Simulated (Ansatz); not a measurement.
C₂₀H₁₂⁻, that is perylene with one electron more. The state is a doublet with charge -1. Geometry PBE-D4/def2-SVP; atoms count from 1.

Cartesian coordinates in Å:
```
C -2.5904 -2.4334 -1.2955
C -2.2587 -3.0514 -0.0869
C -1.2845 -2.4706 0.7753
C -0.9307 -3.0832 2.0119
C 0.0276 -2.4962 2.8423
C 0.6556 -1.2994 2.4760
C 0.3463 -0.6389 1.2550
C 0.9938 0.6072 0.8642
C 1.9732 1.2371 1.6808
C 2.5895 2.4341 1.2961
C 2.2583 3.0517 0.0872
C 1.2845 2.4706 -0.7753
C 0.9312 3.0829 -2.0122
C -0.0267 2.4955 -2.8429
C -0.6548 1.2989 -2.4765
C -0.3461 0.6388 -1.2552
C -0.9941 -0.6070 -0.8641
C -1.9740 -1.2365 -1.6802
C -0.6395 -1.2299 0.3860
C 0.6394 1.2300 -0.3859
H -3.3459 -2.8901 -1.9570
H -2.7418 -3.9935 0.2193
H -1.4271 -4.0250 2.2969
H 0.2956 -2.9774 3.7981
H 1.4042 -0.8671 3.1536
H 2.2586 0.7802 2.6380
H 3.3445 2.8911 1.9579
H 2.7413 3.9938 -0.2190
H 1.4276 4.0247 -2.2972
H -0.2941 2.9763 -3.7990
H -1.4028 0.8661 -3.1545
H -2.2600 -0.7792 -2.6371
```

Single mean-field runs in def2-TZVP are fitted with def2-universal-jkfit. The highest occupied level of the relaxed charge -1 doublet lies above zero (up to 0.13 eV). By energy differences its removal costs 1.00 eV (each at its own geometry, to the charge 0 singlet, at PBE0-D4/def2-TZVP); self-interaction error and the lack of diffuse functions both raise the level.

(1) Estimate the Mulliken populations of the heavy atoms from the PBE0/def2-TZVP orbitals of Ansatz.

(2) Where does the spin sit?

(3) And the Mayer bond orders between bonded heavy atoms (over 0.3)?

Results:

(1) 
```
atom  charge (e)  spin (α − β)
  C1       -0.10         -0.06
  C2       -0.28          0.19
  C3        0.22         -0.08
  C4       -0.28          0.19
  C5       -0.10         -0.06
  C6       -0.28          0.17
  C7        0.12          0.01
  C8        0.12          0.01
  C9       -0.28          0.17
 C10       -0.10         -0.06
 C11       -0.28          0.19
 C12        0.22         -0.08
 C13       -0.28          0.19
 C14       -0.10         -0.06
 C15       -0.28          0.17
 C16        0.12          0.01
 C17        0.12          0.01
 C18       -0.28          0.17
 C19       -0.02         -0.01
 C20       -0.02         -0.01
```
Mulliken values and Mayer orders depend strongly on the basis.

(2) Summed by element: C 1.08, H -0.08, of 1 unpaired in all. Largest on single atoms: C2 0.19, C4 0.19, C11 0.19.

(3) C1–C2 1.40 (1.40 Å); C1–C18 1.41 (1.40 Å); C2–C3 1.23 (1.42 Å); C3–C4 1.23 (1.42 Å); C3–C19 1.23 (1.45 Å); C4–C5 1.40 (1.40 Å); C5–C6 1.41 (1.40 Å); C6–C7 1.31 (1.42 Å); C7–C8 1.10 (1.46 Å); C7–C19 1.23 (1.44 Å); C8–C9 1.31 (1.42 Å); C8–C20 1.23 (1.44 Å); C9–C10 1.41 (1.40 Å); C10–C11 1.40 (1.40 Å); C11–C12 1.23 (1.42 Å); C12–C13 1.23 (1.42 Å); C12–C20 1.23 (1.45 Å); C13–C14 1.40 (1.40 Å); C14–C15 1.41 (1.40 Å); C15–C16 1.31 (1.42 Å); C16–C17 1.10 (1.46 Å); C16–C20 1.23 (1.44 Å); C17–C18 1.31 (1.42 Å); C17–C19 1.23 (1.44 Å).
